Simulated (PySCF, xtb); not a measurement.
CsI, SMILES [I][Cs].

GFN2-xTB in xtb at its own geometry gives an orbital gap of 2.40 eV and a dipole moment of 10.90 D.

Geometry optimised at PBE-D3(BJ)/def2-TZVPD. The def2 effective core potentials stand for the cores of Cs, I; spin–orbit coupling is left out.

Problem. What does M06-2X/def2-TZVPD in PySCF give? (Estimate from the structure and the level; the computed values follow.)

Solution. gap 5.15 eV (levels -6.42 and -1.27 eV), dipole 11.80 D.
